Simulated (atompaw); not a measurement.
**Reading a pseudo-wave (C)**

Columns: radius, all-electron u(r) and pseudo u(r) of the 2s shell (level -14.08 eV) of carbon in the configuration [He] 2s1 2p3; LDA (PW92), scalar-relativistic, PAW (atompaw) scheme, atompaw 4.2.0.5.

```csv
r (bohr),all-electron,pseudo
0.115,-0.3465,0.0254
0.231,-0.2756,0.0512
0.346,-0.0661,0.0769
0.462,0.1675,0.1032
0.577,0.3740,0.1295
0.692,0.5393,0.1562
0.808,0.6623,0.1835
0.923,0.7445,0.2109
1.038,0.7932,0.2383
1.154,0.8149,0.2660
1.269,0.8154,0.2931
1.385,0.8001,0.3196
1.500,0.7735,0.3446
1.615,0.7391,0.3677
1.731,0.6993,0.3883
1.846,0.6570,0.4051
1.962,0.6130,0.4177
2.077,0.5693,0.4249
2.192,0.5264,0.4260
2.308,0.4845,0.4204
2.423,0.4449,0.4081
2.538,0.4074,0.3893
2.654,0.3718,0.3650
2.769,0.3389,0.3372
2.885,0.3080,0.3079
3.000,0.2797,0.2797
```

Problem. How many radial nodes do the two functions have?

Solution. The all-electron 2s function has n − l − 1 = 1; the pseudo-wave has 0, since the states of the same l below it are removed with the core.

Problem. Where does each function peak?

Solution. Outermost all-electron maximum near 1.27 bohr, pseudo maximum near 2.19 bohr (to the table’s step).

Problem. Is the pseudo-wave norm-conserving?

Solution. No, it belongs to a PAW set: the norm inside the radius is not constrained, and the difference is carried by the augmentation charge.
